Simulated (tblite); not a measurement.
Compound: C2H14FPSi4.
Cartesian coordinates in Å at the GFN2-xTB level; atoms count from 1:
```
atom  x, y, z in Å
F1    -0.7227   -2.0561   -1.1631
Si2    0.0811   -0.6521   -1.1977
C3    -1.1389    0.7576   -1.5537
C4    -1.8281    1.3234   -0.3119
Si5   -3.0799    0.1324    0.4880
P6     1.0129   -0.4154    0.8021
Si7    2.3894    1.2815    0.3836
Si8    2.3797   -2.1765    0.8140
H9     0.9952   -0.8742   -2.3194
H10   -0.5965    1.5585   -2.0639
H11   -1.8893    0.3969   -2.2591
H12   -1.0640    1.5876    0.4252
H13   -2.3331    2.2562   -0.5791
H14   -2.4172   -1.0582    1.0111
H15   -3.7509    0.8543    1.5738
H16   -4.0731   -0.2409   -0.5252
H17    3.1578    1.1249   -0.8559
H18    1.5707    2.4891    0.2814
H19    3.3030    1.3718    1.5201
H20    3.1710   -2.2918   -0.4159
H21    3.2757   -1.9868    1.9546
H22    1.5467   -3.3630    0.9833
```

Level: GFN2-xTB in tblite, geometry and Hessian alike; calculated harmonic values, unscaled, isolated species. Against measured fundamentals such values can be off by several per cent, at times by over 20. Modes of hydrogen on silicon can be 10 to 20 % off. One conformer, not necessarily the lowest.

Harmonic wavenumbers (cm⁻¹): 27.6, 37.8, 65.8, 70.0, 80.8, 90.9, 97.6, 107.1, 119.2, 137.4, 174.2, 199.2, 239.2, 354.2, 428.6, 470.7, 482.4, 485.7, 498.9, 528.1, 542.5, 548.5, 566.2, 606.6, 647.2, 694.6, 709.5, 745.5, 753.3, 758.3, 761.9, 771.2, 774.5, 782.8, 785.8, 788.3, 793.2, 817.8, 831.3, 1075.8, 1085.0, 1160.8, 1285.8, 1306.6, 1477.6, 1488.2, 2207.7, 2214.6, 2236.2, 2237.6, 2243.4, 2254.3, 2256.2, 2274.4, 2288.7, 2299.0, 2935.0, 2938.5, 2955.1, 2974.8.

A = 1106, B = 524.6, C = 451.5 MHz; mass 199.989 u (most abundant isotopes); point group C1, symmetry number 1.

Task: Zero-point energy?

Result: Half the sum of the wavenumbers: 30785 cm⁻¹ = 88.02 kcal/mol.

Task: Entropy at 298.15 K, 1 bar (ideal gas, RRHO, classical rotation)?

Result: Translation 41.81, rotation 31.48, vibration 57.83: S = 131.1 cal/(mol K).

Task: And Cp and H(298.15 K) − H(0)?

Result: Cp = 58.86 cal/(mol K), of which vibrations give 50.91 (their classical limit is 60 R = 119.2); H(298.15 K) − H(0) = 10.74 kcal/mol without the zero-point energy, 8.37 from vibrations.

Task: How do the functions run with temperature in this model?

Result: 
| T (K) | S (cal/(mol K)) | Cp (cal/(mol K)) | H − H(0) (kcal/mol) | G − H(0) (kcal/mol) | ln q(vib) |
| --- | --- | --- | --- | --- | --- |
| 150 | 99.0 | 36.6 | 3.62 | -11.22 | 7.52 |
| 250 | 121.3 | 52.2 | 8.07 | -22.27 | 12.65 |
| 400 | 150.1 | 70.3 | 17.35 | -42.69 | 19.65 |
| 600 | 181.7 | 85.5 | 33.04 | -75.98 | 28.04 |
| 900 | 219.3 | 99.8 | 61.02 | -136.37 | 38.95 |

q(vib) and H(0) count from the zero-point level.

Task: Which modes carry the vibrational entropy at 298.15 K?

Result: 27.6 cm⁻¹: 5.99; 37.8 cm⁻¹: 5.37; 65.8 cm⁻¹: 4.28; 70.0 cm⁻¹: 4.15; 80.8 cm⁻¹: 3.87; 90.9 cm⁻¹: 3.64 cal/(mol K); the other 54 give 30.52 together.

Hindered rotation and anharmonicity are outside this model. Other conformers, if any are populated, would add a mixing term that is left out. The structure is chiral; the term R ln 2 for an equal mix with its mirror image is left out.
